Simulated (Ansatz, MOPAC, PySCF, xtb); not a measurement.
Noncovalent pair: CH4O (SMILES CO) (first 6 atoms) with C2H3N (SMILES CC#N); geometry from B3LYP-D3(BJ)/def2-TZVP, rigid monomers moved along the line of their centres of mass till H6···N9 is 2.33 Å.
(charge 0, multiplicity 1):
```tsv
atom	x (Å)	y (Å)	z (Å)
C	-0.5814	0.1871	-0.7437
O	0.2525	-0.7388	-0.0773
H	-1.6344	0.0862	-0.4514
H	-0.5057	-0.0139	-1.8130
H	-0.2743	1.2262	-0.5693
H	0.1926	-0.5650	0.8728
C	-0.2883	0.5156	5.6591
C	-0.1784	0.2352	4.2378
N	-0.0910	0.0129	3.1153
H	-0.4877	1.5756	5.8164
H	-1.1025	-0.0655	6.0924
H	0.6413	0.2522	6.1639
```

Monomers are frozen at their geometry in the pair; levels with a basis set take the counterpoise correction. Rows marked so take none.

Correlated levels freeze the cores. Rows in 6-311+G**, STO-3G carry no dispersion term and start afresh at each structure. The state that AM1 reach isn't checked.

Programs: Ansatz (Gaussian orbitals); MOPAC for AM1 (differences of heats of formation); PySCF for 6-311+G** rows, STO-3G rows, the dispersion terms; xtb for the GFN methods. Values without a source in brackets are computed.

```csv
level,interaction energy (kJ/mol)
AM1,-2.0
GFN1-xTB,-14.0
HF/STO-3G (no counterpoise),-13.0
PBE/def2-TZVPPD,-18.5
PBE-D4/def2-TZVPPD,…
B3LYP/6-311+G** (no counterpoise),-18.2
PBE0/def2-TZVPPD,-18.0
SCS-MP2/aug-cc-pVDZ,-17.6
CCSD(T)/aug-cc-pVDZ,-18.6
```

Problem. Fill in the missing entries.

Solution. 
- PBE-D4/def2-TZVPPD, interaction energy (kJ/mol): -20.9

Ansatz is a first-principles code.
